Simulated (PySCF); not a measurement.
Frontier orbitals and the lowest excitations

Compound: C6H5NO.
Geometry (GFN2-xTB, Å), atoms numbered from 1 in this order:
```xyz
13
C6H5NO angstrom
C      1.136    1.180    1.446
C      0.634    0.436    0.647
C      0.020   -0.425   -0.297
C      0.670   -1.524   -0.746
C      1.956   -1.858   -0.311
N      3.011   -2.153    0.033
O     -1.222   -0.156   -0.758
C     -1.867    0.997   -0.265
H      1.602    1.810    2.144
H      0.201   -2.178   -1.466
H     -2.838    1.025   -0.755
H     -1.303    1.903   -0.507
H     -2.003    0.943    0.819
```

Method: PySCF, TDDFT wB97X-D/def2-SVPD, vertical, gas phase, core orbitals frozen in the response.

Frontier orbitals with the atoms that hold most of them (Löwdin shares over 4%, at most four atoms; ? is withheld):

```tsv
orbital	ε (eV)	atoms
LUMO+2	2.04	C8 25%, C1 18%, C3 8%, H13 8%
LUMO+1	1.62	C1 30%, C2 26%, H9 9%, O7 7%
LUMO	-0.28	?
HOMO	?	?
HOMO-1	-10.98	C2 39%, C1 39%, N6 5%, C5 5%
HOMO-2	-11.26	C2 32%, C1 30%, O7 20%, C3 6%
HOMO-3	-11.48	N6 43%, C5 34%, C4 9%
```

Give the leading atoms of the LUMO.

C3 (bonded to 2 C and O) 22%; C4 (bonded to 2 C and H) 18%; C1 (bonded to C and H) 17%; C2 (bonded to 2 C) 12%.

Give the leading atoms of the HOMO.

C4 (bonded to 2 C and H) 25%; N6 (bonded to C) 15%; O7 (bonded to 2 C) 15%; C3 (bonded to 2 C and O) 13%. By element: carbon 38% or more, nitrogen 15%, oxygen 15%.

What is the HOMO energy, and the HOMO–LUMO gap?

ε(HOMO) = -8.86 eV; the gap is 8.58 eV (0.3154 hartree).

How does S1 compare with the orbital gap of 8.58 eV?

S1 is at 4.91 eV (f = 0.385), 3.67 eV below the gap, made of HOMO→LUMO (95%). 

Give energy, strength and leading configuration of S1, S2, S3 and S5, and follow the Löwdin shares of the leading atoms from the occupied to the empty orbital.

- S1 (4.91 eV, f 0.385), HOMO→LUMO (95%): C4 25% → 18%, N6 15% → at most 13%, C3 13% → 22%
- S2 (5.48 eV, f 0.0000), HOMO-1→LUMO (88%): C2 39% → 12%, C1 39% → 17%, C3 at most 5% → 22%, C4 at most 5% → 18%
- S3 (5.73 eV, f 0.0000), HOMO→LUMO+1 (84%): C4 25% → at most 7%, N6 15% → at most 7%, C1 at most 14% → 30%, C2 at most 14% → 26%
- S5 (6.34 eV, f 0.064), HOMO-2→LUMO (76%): C2 32% → 12%, C1 30% → 17%, C3 6% → 22%, C4 at most 6% → 18%

Löwdin shares depend on the basis, the more so with diffuse functions.

One conformer stands for the species.
